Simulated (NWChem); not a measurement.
Species: SiOH cation, singlet; SMILES [OH+]=[Si]

Results from NWChem. Low-valent species are run as closed-shell singlets; no triplet was tried in these runs. Coordinates come from a PBE0/def2-SVP optimisation.

For level B97-2/def2-TZVP:

```
Item                         Result
---------------------------  ------
highest occupied level (eV)  -16.54
orbital gap (eV)               7.77
```

Problem. Estimate the same quantities for level PBE/def2-TZVP.

Solution. The highest occupied level (eV) is -15.59 and the orbital gap (eV) is 5.96.
